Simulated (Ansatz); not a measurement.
`C[SiH2]C=N` → `C=N` + `C[SiH]` at 400 K and 1 bar (silylene formation by 1,1-elimination).

Computed with Ansatz on PBE0-D4/def2-TZVP structures; ΔE is electronic, products minus reactants. CCSD(T)/CBS is the MP2 limit (def2-TZVPP, def2-QZVPP) plus CCSD(T) − MP2 in def2-TZVPP, frozen cores. This one scheme is used for every species. One conformer a species, not always the lowest.

```
     species  CCSD(T)/CBS energy (Eh)  H − E (kJ/mol)  S (J/(mol·K))
`C[SiH2]C=N`               -424.07596           252.9          356.2
       `C=N`                -94.52360           119.4          238.9
    `C[SiH]`               -329.46712           128.7          279.3
```

H − E and S are ideal-gas, rigid-rotor, harmonic terms from PBE0-D4/def2-TZVP, for one conformer and one mirror image of each species. 1 Eh = 2625.50 kJ/mol, R = 8.31446 J/(mol·K).

Problem. By hand: ΔE, ΔH, ΔS and ΔG.

Solution. ΔE = (-94.52360) + (-329.46712) − (-424.07596) = 0.08524 Eh = 223.8 kJ/mol. Δ(H − E) = 119.4 + 128.7 − 252.9 = -4.8, so ΔH = 219.0 kJ/mol. ΔS = 238.9 + 279.3 − 356.2 = 162.0 J/(mol·K). ΔG = 219.0 − 400 × (162.0)/1000 = 154.2 kJ/mol.

Problem. By hand: the equilibrium constant, and the temperature at which ΔG would vanish if ΔH and ΔS stayed fixed.

Solution. log₁₀ K = −ΔG/(RT ln 10) = -20.1. ΔG = 0 at ΔH/ΔS = 1352 K.

The number of gas molecules changes by +1, which sets the sign of ΔS. A doubt of 5 kJ/mol in ΔE shifts log₁₀ K by 0.7 here. Other conformers and mirror images would add mixing entropy, several J/(mol·K) or more a flexible species. These are equilibria of isolated gas molecules and say nothing of rates. Largest T1 diagnostic: 0.012 (customary marks: 0.02 for closed shells, 0.045 for open ones).
